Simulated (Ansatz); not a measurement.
One change: `[SiH3]B[CH2][SnH3]` becomes `CB[SiH3]`.

Ansatz, PBE0-D4/def2-TZVP geometries, multiplicity 1. Each molecule was computed in one conformer, which needn't be the lowest.

Elements past krypton have def2 core potentials.

```tsv
property	`[SiH3]B[CH2][SnH3]`
HOMO energy (PBE0/def2-TZVPP) / eV	-7.83
HOMO–LUMO gap (B3LYP/def2-TZVPP) / eV	6.09
LUMO energy (ωB97M-V/def2-TZVPP) / eV	0.47
HOMO–LUMO gap (ωB97M-V/def2-TZVPP) / eV	10.47
LUMO energy (PBE/def2-TZVPP) / eV	-2.30
size of the dipole moment (ωB97M-V/def2-TZVPP) / D	2.03
```

Problem. What does the change do to each property? (Estimate.)

Solution. Computed: 
```
                                          property  `CB[SiH3]`  shift
                HOMO energy (PBE0/def2-TZVPP) / eV       -7.92  -0.09
             HOMO–LUMO gap (B3LYP/def2-TZVPP) / eV        5.72  -0.37
             LUMO energy (ωB97M-V/def2-TZVPP) / eV        0.14  -0.33
           HOMO–LUMO gap (ωB97M-V/def2-TZVPP) / eV       10.22  -0.25
                 LUMO energy (PBE/def2-TZVPP) / eV       -2.81  -0.51
size of the dipole moment (ωB97M-V/def2-TZVPP) / D        1.22  -0.81
```

With PBE0 the HOMO falls by 0.09 eV and the LUMO falls by 0.42 eV, so the gap narrows by about 0.33 eV. PBE moves the HOMO by -0.08 eV and ωB97M-V by -0.08 eV. The zero-point energy changes by -31.5 kJ/mol with -9 modes. Dipoles are sizes alone; their direction can turn.

B3LYP here is the variant with VWN-RPA as its local correlation; programs differ in this.
